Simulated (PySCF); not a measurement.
Input file for PySCF: R-M06-2X/def2-TZVPPD on H2 (SMILES [H][H]) with ghost functions.

```python
from pyscf import gto, dft

mol = gto.M(
    atom='''
    H    -0.24285681    0.04842923    4.05114946
    H    -0.21188945    0.00993352    3.30836049
    ghost-As   -0.01652219   -0.20099965   -0.24595522
    ghost-H   -1.13293795    0.52466262    0.49771225
    ghost-H    1.05462639    0.42673172    0.63978478
    ghost-H   -0.13015301   -1.42010948    0.66334398
    ''',
    basis='def2-tzvppd',
    charge=0, spin=0, verbose=4, max_memory=1800)
mf = dft.RKS(mol, xc='m062x').density_fit(auxbasis='def2-universal-jkfit')
mf.grids.level = 4
mf.conv_tol = 1e-9
mf.max_cycle = 150
mf.kernel()
mf.dip_moment()
```

**Question.** Predict the final total energy.

**Answer.** -1.1689 hartree.
